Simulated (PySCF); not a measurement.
Compound: C₅H₈Si (charge -1 and doublet state).
Cartesian coordinates in Å at the GFN2-xTB level; atoms count from 1:
```
atom  x, y, z in Å
C1    -2.2856   -0.0318    0.2653
Si2   -0.5263   -0.3526   -0.4588
C3     0.7767   -1.0881    0.6147
C4     1.9140   -0.2997    0.5541
C5     1.8076    0.8645   -0.2220
C6     0.5792    1.0737   -0.8270
H7    -2.2675    0.5744    1.1674
H8    -2.7761   -0.9725    0.5080
H9    -2.9116    0.4782   -0.4644
H10   -0.9462   -1.1995   -1.6701
H11    0.7612   -2.0087    1.1878
H12    2.8336   -0.5440    1.0857
H13    2.6410    1.5600   -0.3166
H14    0.3994    1.9456   -1.4463
```

The species is `C[Si@@H]1C=C[CH][CH-]1` [radical] (charge -1).

Level of theory: PySCF, UKS B3LYP, pcH-1 on C H Si, non-relativistic, mean-field spin-orbit, GIAO. Whether the extra electron is bound in the gas phase wasn't checked; a finite basis holds it in any case. Couplings are sensitive to structure, and on GFN2-xTB geometries they can be far from those on DFT ones, by a factor of two or more for some ions and for spin on atoms past the first row. Stability of the SCF solution: not tested.

**Question.** What is the g tensor, term by term?

**Answer.** 
```
                    Δg (ppm)     1     2     3
relativistic mass correction  -126  -126  -126
            gauge correction     9    27     9
   orbital Zeeman/spin–orbit   -42   255   935
                       total  -159   155   818
```

So g = 2.00216, 2.00247, 2.00314 and g_iso = 2.00259; the tensor is rhombic: the two nearest values differ by 32 % of g3 − g1. Axes: g3 points within 1° of the C4–C5 bond.

**Question.** What are the electron Larmor frequencies g μB B/h along the three axes at 350 mT?

**Answer.** 9.8080, 9.8095, 9.8127 GHz for g1, g2 and g3, a range of 4.8 MHz.

**Question.** How much does each term add to the isotropic shift?

**Answer.** The orbital-Zeeman/spin–orbit term 383, the mass correction -126 and the gauge correction 15 ppm, for a total of 271 ppm. The orbital-Zeeman/spin–orbit term is the largest in size. The mass correction is the same along every axis, so the anisotropy comes from the other two: their spans along these axes are 18 (gauge) and 977 ppm (orbital Zeeman/spin–orbit).

**Question.** In a frozen sample, at which fields do the three g values resonate at 9.5, 34, 94 and 263 GHz (hyperfine left aside), and which band first spreads them over more than twice a line width of 1.0 mT?

**Answer.** 
```tsv
band	GHz	B(g3) mT	B(g2) mT	B(g1) mT	spread mT
X	9.5	338.85	338.96	339.01	0.17
Q	34.0	1212.71	1213.11	1213.30	0.59
W	94.0	3352.78	3353.89	3354.42	1.64
J	263.0	9380.66	9383.77	9385.24	4.58
```

The spread grows in proportion to the frequency. J band is the first where it exceeds 2.0 mT.

The Mulliken spin populations are largest on C6 (+0.30), C3 (+0.30), C5 (+0.12) and C4 (+0.12).

The HOMO–LUMO gaps are 3.61 eV among the α and 3.86 eV among the β orbitals.

The SMILES draws the unpaired electron on C5; the largest computed Mulliken spin population is on C6 (0.30 against 0.12).
